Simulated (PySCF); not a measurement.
## Radial density of Ni⁺ (nickel, charge +1)

UHF, [Ar] 3d9, 2D determinant. Computed with PySCF 2.14 in aug-cc-pwCVTZ-DK with one added diffuse shell each of s, p, d, f, g type (11s10p8d5f4g, 152 functions), with the spin-free X2C one-electron Hamiltonian (Gaussian nucleus).

```tsv
r (bohr)	4πr²ρ (e/bohr)	4πr²(ρα − ρβ)
0.000960	0.2570	0.0000
0.00161	0.6438	0.0000
0.00271	1.579	0.0000
0.00457	3.734	0.0000
0.00768	8.315	-0.0001
0.0129	16.64	-0.0002
0.0217	27.67	-0.0005
0.0365	34.04	-0.0007
0.0615	29.01	-0.0007
0.103	28.88	0.0067
0.174	38.46	0.0783
0.293	22.30	0.3945
0.492	18.06	0.9467
0.828	17.35	0.9330
1.39	4.875	0.3410
2.34	0.6761	0.0348
3.94	0.03257	-0.0014
6.63	0.0001178	0.0000
```

Densities and radii are taken from the X2C orbitals without a picture-change correction, which distorts them close to the nucleus.
